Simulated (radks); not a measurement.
The potassium anion K-, [Ar] 4s2, held by a Watson sphere: a shell of charge +1 at radius R that stands for the Madelung well of a crystal (potential energy -1/R inside, -1/r outside, in hartree with lengths in bohr). Calculated with a radial shooting solver on a logarithmic mesh with Libxc functionals: non-relativistic Kohn-Sham, PBEsol, spin-polarised, spherical densities, point nucleus. Response by self-consistent Sternheimer equations with the Hartree and adiabatic LDA kernel. The sphere does not respond.

R (bohr)  e(3s) (eV)  e(3p) (eV)  e(4s) (eV)  <r> 4s (bohr)  sum of <r^2> (bohr^2)  X-ray form factor at sin(theta)/lambda = 0.1 1/angstrom  alpha (bohr^3)
2.14         -38.733     -22.598      -3.607          4.195                  59.89                                                   17.071           172.1
2.96         -36.371     -20.298      -3.520          4.331                  62.81                                                   16.993           189.0
3.64         -35.330     -19.248      -3.363          4.533                  66.75                                                   16.922           220.4
4.16         -34.856     -18.764      -3.215          4.710                  70.35                                                   16.870           252.9
4.19         -34.834     -18.742      -3.206          4.721                  70.57                                                   16.867           254.9
4.84         -34.469     -18.366      -3.009          4.947                  75.47                                                   16.812           304.0
4.93         -34.430     -18.326      -2.982          4.978                  76.16                                                   16.805           311.5
5.14         -34.350     -18.243      -2.918          5.049                  77.79                                                   16.790           329.3
